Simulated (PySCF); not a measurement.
BGeH5O, SMILES B[O][GeH3].

Geometry: PBE0-D3(BJ)/def2-SVP.

Two levels are set side by side: PBE/def2-TZVPD (PySCF) and r2SCAN/def2-TZVPD (PySCF). Same geometry, gas phase. Differences are taken from unrounded values.

```tsv
quantity	PBE
orbital gap (eV)	5.32
highest occupied level (eV)	-6.70
lowest empty level (eV)	-1.38
dipole moment (D)	2.01
mean polarisability (bohr³)	53.1
```

### Question
These are the PBE values. What does r2SCAN give? (An estimate is asked for; the answer gives what the named calculation found.)

### Answer

```tsv
quantity	r2SCAN	PBE minus r2SCAN
orbital gap (eV)	6.05	-0.73
highest occupied level (eV)	-6.99	0.29
lowest empty level (eV)	-0.94	-0.44
dipole moment (D)	2.00	0.01
mean polarisability (bohr³)	51.1	2.0
```

Rough cost on one machine, each run with all the roots and properties that it gave: r2SCAN against PBE about 4 times.
